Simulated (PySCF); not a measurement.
MnF2, SMILES [F][Mn][F] (connectivity only; charge and spin as stated), neutral, multiplicity 6.

The structure is a stationary point at B3LYP-D3(BJ)/def2-TZVP. The spin state was assumed, not searched. The isomer is the one that the SMILES or the coordinates give; other isomers of the formula were not compared.

Two levels are set side by side: PBE/def2-TZVPD (PySCF) and ωB97X/def2-TZVPD (PySCF). Same geometry, gas phase. Differences are taken from unrounded values.

| quantity | ωB97X | PBE | PBE minus ωB97X |
|---|---|---|---|
| α-spin orbital gap (eV) | 12.00 | 5.01 | -6.99 |
| β-spin orbital gap (eV) | 11.35 | 4.57 | -6.78 |
| mean polarisability (bohr³) | 24.8 | 29.7 | 4.9 |

PBE's more diffuse valence density responds more strongly to a field. Differences between two approximate levels are no errors against the true value.

Rough cost on one machine, each run with all the roots and properties that it gave: ωB97X against PBE about 1/3.
